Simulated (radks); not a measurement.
Zn II, configuration [Ar] 3d9 4p2 (not the ground configuration).

Calculated with a radial shooting solver on a logarithmic mesh with Libxc functionals: scalar-relativistic Kohn-Sham, r2SCAN, spin-polarised, spherical densities, finite nucleus; open shells are filled with parallel spins first; meta-GGA in the generalised Kohn-Sham scheme; Fermi nuclear charge, rms radius 3.9283 fm.

Energy parts (eV):
| part | energy |
|---|---|
| total | -48848.717 |
| kinetic | 49629.164 |
| electron-nucleus | -117160.726 |
| Hartree | 20618.773 |
| exchange-correlation | -1935.928 |

Orbitals (lengths in bohr, moments of r in powers of bohr; <r^-3> diverges for s and p1/2):
orbital,occ.,eigenvalue (eV),<r>,<r^-3>
1s up,1,-9575.182,0.05032,-
1s down,1,-9575.084,0.05032,-
2s up,1,-1190.990,0.2259,-
2s down,1,-1190.124,0.2258,-
2p up,3,-1033.265,0.1983,794.7
2p down,3,-1032.551,0.1982,795.3
3s up,1,-154.8657,0.6764,-
3s down,1,-153.2086,0.6774,-
3p up,3,-107.2193,0.7059,104.1
3p down,3,-105.5526,0.7070,103.5
3d up,5,-30.7236,0.8330,10.28
3d down,4,-28.9511,0.8297,10.28
4p up,2,-11.4431,2.746,5.809

The highest occupied level is 4p up at -11.443 eV. The electron density at the nucleus is 2.53e+04 e/bohr^3 (large components only). The density falls to 0.001 e/bohr^3 at r = 4.23 bohr.
